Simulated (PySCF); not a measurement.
## Correlation energy of I⁴³⁺ (iodine, charge +43)

[Ne], closed-shell 1S. All numbers are calculated (PySCF 2.14, scalar relativity by spin-free X2C-1e, in an even-tempered Gaussian basis (19 s from 20 bohr⁻², ratio 2.2; 12 p from 26 bohr⁻², ratio 2.2; 6 d from 110 bohr⁻², ratio 2.4; 5 f from 160 bohr⁻², ratio 2.4; 4 g from 240 bohr⁻², ratio 2.4)). Frozen: nothing; 10 electrons correlated; the 11 highest virtual orbitals of each spin left out.

MP2 pair energies summed by pair of shells (mhartree):

```json
{"pair": "2p-2p", "energy": "-230.68", "share (%)": "54.3"}
{"pair": "2s-2p", "energy": "-77.43", "share (%)": "18.2"}
{"pair": "1s-2p", "energy": "-46.48", "share (%)": "10.9"}
{"pair": "1s-1s", "energy": "-46.02", "share (%)": "10.8"}
{"pair": "2s-2s", "energy": "-12.93", "share (%)": "3.0"}
{"pair": "1s-2s", "energy": "-11.51", "share (%)": "2.7"}
```

Total MP2 correlation energy: -425.06 mhartree.

At this charge the one-electron X2C treatment keeps the bare 1/r₁₂, with no two-electron picture change or Breit term. That inflates the 1s pair energies well beyond their four-component values; and a scalar Hamiltonian misses the large spin-orbit splitting of the p shells, which matters for ns² → np² pairs.
